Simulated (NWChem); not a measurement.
All runs are NWChem calculations. System: aminoborane (H₄BN), charge 0, spin multiplicity 1, at a geometry optimised with PBE0/def2-SVP. Level: CCSD(T)/def2-TZVP, 2 core orbitals frozen.

Job file:

```
start mol
memory heap 100 mb stack 700 mb global 1900 mb
geometry units angstroms nocenter noautoz
  B      0.000000     0.000000    -0.776169
  N      0.000000     0.000000     0.611172
  H     -1.057459     0.000000    -1.364498
  H      1.057459     0.000000    -1.364498
  H      0.846359     0.000000     1.165820
  H     -0.846359     0.000000     1.165820
  symmetry group C2v
end
basis spherical
  * library def2-tzvp
end
scf
  rhf
  nopen 0
  maxiter 100
  thresh 1e-7
  semidirect memsize 60000000 filesize 0
end
tce
  freeze core 2
  ccsd(t)
  2eorb
  2emet 13
  thresh 1e-6
  maxiter 100
  tilesize 24
end
task tce energy
```

Output (cleaned and shortened):

```
             Northwest Computational Chemistry Package (NWChem) 7.3.0
             --------------------------------------------------------

                                NWChem Input Module
                                -------------------

 Scaling coordinates for geometry "geometry" by  1.889725989
 (inverse scale =  0.529177249)

 Turning off AUTOSYM since
 SYMMETRY directive was detected!

                             Geometry "geometry" -> ""
                             -------------------------

 Output coordinates in angstroms (scale by  1.889725989 to convert to a.u.)

  No.       Tag          Charge          X              Y              Z
 ---- ---------------- ---------- -------------- -------------- --------------
    1 B                    5.0000     0.00000000     0.00000000    -0.77616900
    2 N                    7.0000     0.00000000     0.00000000     0.61117200
    3 H                    1.0000    -1.05745900     0.00000000    -1.36449800
    4 H                    1.0000     1.05745900     0.00000000    -1.36449800
    5 H                    1.0000     0.84635900     0.00000000     1.16582000
    6 H                    1.0000    -0.84635900     0.00000000     1.16582000

 Effective nuclear repulsion energy (a.u.)      32.1623911287

            Nuclear Dipole moment (a.u.)
            ----------------------------
        X                 Y               Z
 ---------------- ---------------- ----------------
     0.0000000000     0.0000000000     0.0000056692

      Symmetry information
      --------------------

 Group name             C2v
 Group number             16
 Group order               4
 No. of unique centers     4

      Symmetry unique atoms

     1    2    3    5


 Summary of "ao basis" -> "" (spherical)
 ------------------------------------------------------------------------------
       Tag                 Description            Shells   Functions and Types
 ---------------- ------------------------------  ------  ---------------------
 *                         def2-tzvp                  on all atoms

 Summary of "ao basis" -> "ao basis" (spherical)
 ------------------------------------------------------------------------------
       Tag                 Description            Shells   Functions and Types
 ---------------- ------------------------------  ------  ---------------------
 B                         def2-tzvp                11       31   5s3p2d1f
 N                         def2-tzvp                11       31   5s3p2d1f
 H                         def2-tzvp                 4        6   3s1p

                                 NWChem SCF Module
                                 -----------------

  ao basis        = "ao basis"
  functions       =    86
  atoms           =     6
  closed shells   =     8
  open shells     =     0
  charge          =   0.00
  wavefunction    = RHF
  use symmetry    = T
  symmetry adapt  = T

 Summary of "ao basis" -> "ao basis" (spherical)
 ------------------------------------------------------------------------------
       Tag                 Description            Shells   Functions and Types
 ---------------- ------------------------------  ------  ---------------------
 B                         def2-tzvp                11       31   5s3p2d1f
 N                         def2-tzvp                11       31   5s3p2d1f
 H                         def2-tzvp                 4        6   3s1p

      Symmetry analysis of basis
      --------------------------
[...]
              MO Center= -3.0D-16,  1.5D-29,  3.2D-01, r^2= 7.9D+00
   Bfn.  Coefficient  Atom+Function         Bfn.  Coefficient  Atom+Function
  ----- ------------  ---------------      ----- ------------  ---------------
    12      2.025756  1 B  px                43     -1.255210  2 N  px
    65      1.140003  3 H  s                 71     -1.140003  4 H  s
    77      0.944398  5 H  s                 83     -0.944398  6 H  s
     9     -0.160710  1 B  px

 center of mass
 --------------
 x =   0.00000000 y =   0.00000000 z =  -0.02519746

 moments of inertia (a.u.)
 ------------------
          65.529889952060           0.000000000000           0.000000000000
           0.000000000000          78.734960089179           0.000000000000
           0.000000000000           0.000000000000          13.205070137119

  Mulliken analysis of the total density
  --------------------------------------

    Atom       Charge   Shell Charges
 -----------   ------   -------------------------------------------------------
    1 B    5     4.90   0.91  1.07  0.48  0.45  0.04  0.93  0.76  0.11  0.06  0.07  0.01
    2 N    7     7.56   0.82  1.16  0.51  0.78  0.16  1.53  1.76  0.81  0.01  0.02  0.00
    3 H    1     1.02   0.26  0.53  0.23  0.01
    4 H    1     1.02   0.26  0.53  0.23  0.01
    5 H    1     0.74   0.26  0.40  0.05  0.04
    6 H    1     0.74   0.26  0.40  0.05  0.04

       Multipole analysis of the density wrt the origin
       ------------------------------------------------

     L   x y z        total         open         nuclear
     -   - - -        -----         ----         -------
     0   0 0 0     -0.000000      0.000000     16.000000

     1   1 0 0      0.000000      0.000000      0.000000
     1   0 1 0     -0.000000      0.000000      0.000000
     1   0 0 1      0.692214      0.000000      0.000006

     2   2 0 0     -9.877711      0.000000     13.102543
     2   1 1 0      0.000000      0.000000      0.000000
     2   1 0 1     -0.000000      0.000000      0.000000
     2   0 2 0    -11.101559      0.000000      0.000000
     2   0 1 1      0.000000      0.000000      0.000000
     2   0 0 2     -9.928198      0.000000     43.098790

                   NWChem Extensible Many-Electron Theory Module
                   ---------------------------------------------


            General Information
            -------------------
      Number of processors :     1
         Wavefunction type : Restricted Hartree-Fock
          No. of electrons :    16
           Alpha electrons :     8
            Beta electrons :     8
           No. of orbitals :   172
            Alpha orbitals :    86
             Beta orbitals :    86
        Alpha frozen cores :     2
         Beta frozen cores :     2
     Alpha frozen virtuals :     0
      Beta frozen virtuals :     0
         Spin multiplicity : singlet
    Number of AO functions :    86
       Number of AO shells :    38
        Use of symmetry is : on
      Symmetry adaption is : on
         Schwarz screening : 0.10D-09

          Correlation Information
          -----------------------
          Calculation type : Coupled-cluster singles & doubles w/ perturbation
   Perturbative correction : (T)
            Max iterations :      100
        Residual threshold : 0.10D-05
     T(0) DIIS level shift : 0.00D+00
     L(0) DIIS level shift : 0.00D+00
     T(1) DIIS level shift : 0.00D+00
     L(1) DIIS level shift : 0.00D+00
     T(R) DIIS level shift : 0.00D+00
     T(I) DIIS level shift : 0.00D+00
   CC-T/L Amplitude update :  5-th order DIIS
                I/O scheme : Global Array Library
        L-threshold :  0.10D-05
        EOM-threshold :  0.10D-05
 no EOMCCSD initial starts read in
 TCE RESTART OPTIONS
 SLICE:      F
 D4D5:       F
 quantumc:   F
 qrotation:  F
 pwtce:      F
 qducc:      F
 nacto:                         0
 nrotv:                         0
 nrot:                          0

            Memory Information
            ------------------
          Available GA space size is     249029404 doubles
          Available MA space size is     104853324 doubles

 Maximum block size supplied by input
 Maximum block size        24 doubles

 tile_dim =     22

 -------------------------------------------------

 Global array virtual files algorithm will be used

 Parallel file system coherency ......... OK

 4-electron integrals stored in orbital form

 v2    file size   =          3118147
 4-index algorithm nr.  13 is used
 imaxsize =       30
 imaxsize ichop =        0


CCSD iterations
 ---------------------------------------------------------
 Iter          Residuum       Correlation     Cpu    Wall
 ---------------------------------------------------------
    1   0.1475940621947  -0.3162822385133     0.2     0.2
    2   0.0390680503540  -0.3327973298900     0.2     0.2
    3   0.0139612440342  -0.3388622272576     0.2     0.2
    4   0.0059263813920  -0.3402057637263     0.2     0.2
    5   0.0027456749446  -0.3407636138579     0.2     0.2
    6   0.0007303027320  -0.3410817097969     0.2     0.2
    7   0.0004667195442  -0.3411183334104     0.3     0.3
    8   0.0002153906916  -0.3411250908835     0.3     0.3
    9   0.0001490782207  -0.3411272322683     0.3     0.3
   10   0.0000839430842  -0.3411305157251     0.3     0.3
   11   0.0000071511533  -0.3411345663842     0.2     0.2
   12   0.0000023791159  -0.3411350795058     0.3     0.3
   13   0.0000009592125  -0.3411352985313     0.2     0.2
 -----------------------------------------------------------------
 Iterations converged
 CCSD correlation energy / hartree =        -0.341135298531293
 CCSD total energy / hartree       =       -81.868144456911949

 Singles contributions

 Doubles contributions
 CCSD(T)
 Using plain CCSD(T) code
             total no. of tasks          428
 total no. of tasks / no. procs          428
                         wl_min          960           3.1
                         wl_max       222156           7.8
        thresh for no. of tasks          428

 CCSD[T]  correction energy / hartree =        -0.011990063878756
 CCSD[T] correlation energy / hartree =        -0.353125362410049
 CCSD[T] total energy / hartree       =       -81.880134520790705
 CCSD(T)  correction energy / hartree =        -0.011582176025631
 CCSD(T) correlation energy / hartree =        -0.352717474556924
 CCSD(T) total energy / hartree       =       -81.879726632937576

 Task  times  cpu:       13.3s     wall:       13.3s

 Total times  cpu:       13.4s     wall:       13.4s
```
